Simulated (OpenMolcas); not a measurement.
Hf3+ among 6 point charges of -1.5 e arranged as a trigonal antiprism (D3d), 2.24 Å from the ion, with a polar angle of 63.0° against the regular 54.74°. The active orbitals were held to one l.
```
   0.0000    1.9949    1.0188  -1.50
  -1.7276   -0.9974    1.0188  -1.50
   1.7276   -0.9974    1.0188  -1.50
   0.0000   -1.9949   -1.0188  -1.50
   1.7276    0.9974   -1.0188  -1.50
  -1.7276    0.9974   -1.0188  -1.50
```

| Property | Result |
| --- | --- |
| Program | OpenMolcas |
| Method | CASSCF |
| Basis | ANO-RCC-VTZP [8s7p5d3f2g1h] |
| Scalar Hamiltonian | DKH2, point nucleus |
| Active space | 1 electron in 5 orbitals (5d) |
| State averaging | 2S+1 = 2 even, 5 roots |
| Spin-orbit coupling | state interaction with AMFI integrals over the reference wave functions |

Q: What is the spin-free ground state (labels of D3, the rotations of D3d)?

A: 2A1, 1-fold in its orbital part, 100 % from free-ion D terms; it has the highest spin that d1 allows.

Q: Where is the first state of the same spin?

A: 2E at 4420 cm-1 above the ground state.

Q: What are the lowest two levels with spin-orbit coupling?

A: A 2-fold level E1/2 with g = 0.16, 0.16, 1.64, then a 2-fold level E3/2 5033 cm-1 above it. Their leading multiplicities are 2 (100 %) and 2 (100 %).

Q: What is χT at 300 K, and how does it compare with the textbook value?

A: The lowest level has 2S+1 = 2, for which the spin-only value is χT = S(S+1) / 2 = 0.375 cm3 K/mol (g = 2). The computed 0.123 at 300 K differs by -0.252, through orbital momentum, spin-orbit coupling and any other state in reach.

Point charges carry no covalency, so the field is a model and not that of real ligands. No measured value stands beside these numbers.
